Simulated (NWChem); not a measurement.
LiOH; SMILES [Li][OH]

Results from NWChem. Pople sets run with spherical d functions. Coordinates come from a PBE0/def2-SVP optimisation. Vertical excitations in the gas phase.

Q: What does the run give for PBE/6-31G*, TDA? Quantities: lowest excitation, singlet (eV); oscillator strength of that lowest state; orbital gap (eV).

A: The lowest excitation, singlet (eV) is 2.97 and the oscillator strength of that lowest state comes out as 0.035. The orbital gap (eV) is 3.05.
